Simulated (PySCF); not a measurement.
Excitation energy of Be⁺ by level of theory

Be⁺ [He] 2s1 (2S) → Be⁺ [He] 3d1 (2D), as a difference of total energies. All numbers are calculated (PySCF 2.14, the non-relativistic Hamiltonian (point nucleus), in aug-cc-pCVTZ (7s6p4d2f, 59 functions)). Correlated levels: valence and next inner shell: nothing frozen. The calculations carry no spin-orbit coupling.

```
                                method  excitation energy (cm⁻¹)  error (cm⁻¹)
                                   UHF                     98895          +840
    MP2 (valence and next inner shell)                     99326         +1271
SCS-MP2 (valence and next inner shell)                     99280         +1225
   CCSD (valence and next inner shell)                     99375         +1321
CCSD(T) (valence and next inner shell)                     99380         +1325
```

Reference: 98055 cm⁻¹ (measured; NIST levels, between the centres of gravity of the two terms).

Errors of the correlated levels include the incompleteness of this basis.

The promoted electron is Rydberg-like, and one or two diffuse shells describe it only roughly, which tends to raise the upper state.
